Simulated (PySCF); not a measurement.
Ti (titanium, neutral) across methods

[Ar] 3d2 4s1 4p1, one real determinant (an excited configuration). Computed with PySCF 2.14 in aug-cc-pVDZ, with the non-relativistic Hamiltonian (point nucleus).

```csv
method,E (hartree),mean ε 3d α (eV),mean ε 4s α (eV),mean ε 4p α (eV),Σ⟨r²⟩ (bohr²),⟨S²⟩
UHF,-848.37314,-13.209,-8.260,-4.719,55.65,6.002
LDA,-847.213,-6.521,-5.667,-2.437,54.25,6.000
PBE0,-849.091,-8.269,-6.265,-3.048,54.30,6.001
wB97X-V,-849.162,-10.510,-8.177,-4.645,54.25,6.001
BHandHLYP,-849.282,-10.013,-6.850,-3.431,54.74,6.001
TPSSh,-849.302,-7.282,-5.707,-2.627,54.29,6.001
PBE,-849.045,-6.573,-5.515,-2.440,54.62,6.000
r2SCAN,-849.252,-6.711,-5.593,-2.447,53.93,6.001
```

(1) Estimate the same row for BLYP.

⟨L²⟩ = 14.04 against 20 for a pure G term, so this real determinant mixes terms.

Answers

(1) E (hartree) = -849.297; mean ε 3d α (eV) = -6.042; mean ε 4s α (eV) = -5.167; mean ε 4p α (eV) = -2.098; Σ⟨r²⟩ (bohr²) = 55.31; ⟨S²⟩ = 6.000.
